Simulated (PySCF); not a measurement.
F$_{2}$Zn, charge -1, doublet, at a GFN2-xTB geometry (such geometries of metal compounds can be far from the true shape) (a state made from the parent by changing its charge; the spin is typed, not shown lowest). Base run: PySCF with HF/def2-SVP.

The PySCF input:
```python
from pyscf import gto, scf

mol = gto.M(
    atom='''
Zn    0.155331    0.307633    0.313275
F    -0.496055    0.686220   -1.581878
F    -0.021715   -1.711663    0.537628
''',
    basis='def2-svp',
    charge=-1,
    spin=1,
    verbose=4,
)

mf = scf.UHF(mol)
mf.kernel()
mo_i, mo_e, stable_i, stable_e = mf.stability(internal=True, external=True, return_status=True, nroots=6, tol=1e-6)
print('internally stable:', stable_i, ' externally stable:', stable_e)
if not stable_i:
    umf = mf.copy()
    umf.scf_summary = {}
    umf.kernel(umf.make_rdm1(mo_i, mf.mo_occ))
```

The bond that is stretched is that between atoms 3 and 1. A test that says stable can miss a lower solution.

The base run was repeated with changes; each row names its change, and settings that it needs were set with it.

```json
[
 {"change": "base", "ΔE vs base (mEh)": "0.000", "<S^2>": "0.753", "stability test says": "stable"},
 {"change": "bond × 1.25", "ΔE vs base (mEh)": "42.313", "<S^2>": "0.754", "stability test says": "stable"},
 {"change": "bond × 1.5", "ΔE vs base (mEh)": "76.099", "<S^2>": "0.755", "stability test says": "stable"},
 {"change": "bond × 1.8", "ΔE vs base (mEh)": "97.911", "<S^2>": "0.754", "stability test says": "stable"},
 {"change": "bond × 2.2", "ΔE vs base (mEh)": "110.0", "<S^2>": "0.754", "stability test says": "stable"},
 {"change": "bond × 3.0", "ΔE vs base (mEh)": "118.6", "<S^2>": "0.755", "stability test says": "stable"}
]
```

On stretching, the SCF can end on different states; <S^2> shows the spin contamination of each.
